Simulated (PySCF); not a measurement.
Simulation results for CH7Si2

All values are calculated (PySCF 2.14.0). Calculation on a computer-drawn molecule: optimised geometry and harmonic frequencies of an isolated molecule of the commonest isotopes, restricted reference for singlets and unrestricted otherwise, frozen core in MP2.

```json
{"formula": "CH7Si2", "start_structure": {"atoms_angstrom": [["Si", -0.5369, 0.9626, 3.3205], ["C", -1.3554, 0.3206, 1.7249], ["Si", -0.7126, -1.1074, 0.7218], ["H", -0.5461, -0.0548, 4.3262], ["H", -1.3431, 2.1386, 3.7553], ["H", 0.8247, 1.3649, 3.062], ["H", -2.2516, 0.7055, 1.5347], ["H", -1.6559, -1.3861, -0.3235], ["H", 0.6256, -0.7064, 0.0819], ["H", -0.4277, -2.3011, 1.52]]}, "given": {"charge": 0, "multiplicity": 2, "method": "HF", "basis": "cc-pV(D+d)Z", "drawn_bonds_atom": [1, 2, 1, 1, 1, 2, 3, 3, 3], "drawn_bonds_other_atom": [2, 3, 4, 5, 6, 7, 8, 9, 10], "drawn_bonds_order": [1, 1, 1, 1, 1, 1, 1, 1, 1]}, "results": {}}
```

**Q.** CH7Si2: rotational constants?
**A.** 24.39, 2.597, 2.481 GHz

**Q.** What total energy does the calculation give for CH7Si2?
**A.** -619.7775 hartree

**Q.** What spin squared does the calculation give for CH7Si2?
**A.** 0.7605

**Q.** Give the table of modes values for CH7Si2.
**A.** 
Modes:
| frequency (cm⁻¹) | reduced mass (dalton) |
| --- | --- |
| 37.01 | 1.017 |
| 61.83 | 1.401 |
| 193.6 | 3.214 |
| 455.7 | 1.1 |
| 537.6 | 3.003 |
| 630.1 | 1.1 |
| 639.6 | 1.111 |
| 747.2 | 1.435 |
| 829.6 | 1.625 |
| 881.4 | 2.851 |
| 1005 | 1.08 |
| 1026 | 1.04 |
| 1030 | 1.04 |
| 1031 | 1.042 |
| 1034 | 1.041 |
| 1052 | 1.111 |
| 1191 | 1.473 |
| 2291 | 1.05 |
| 2293 | 1.051 |
| 2298 | 1.04 |
| 2305 | 1.041 |
| 2312 | 1.027 |
| 2323 | 1.029 |
| 3249 | 1.084 |

Further results for CH7Si2:

* convergence status largest gradient component: 2.039e-06 hartree/bohr

Optimised structure:
```xyz
10
CH7Si2
Si    -0.6497     0.8560     3.4284
C     -1.3019     0.2678     1.7811
Si    -0.5851    -0.9859     0.5981
H     -1.6349     0.5750     4.5009
H     -0.4111     2.3195     3.3933
H      0.6219     0.1720     3.7561
H     -2.2414     0.7244     1.4625
H     -1.5411    -2.1006     0.3898
H     -0.3174    -0.3559    -0.7177
H      0.6818    -1.5360     1.1315
```
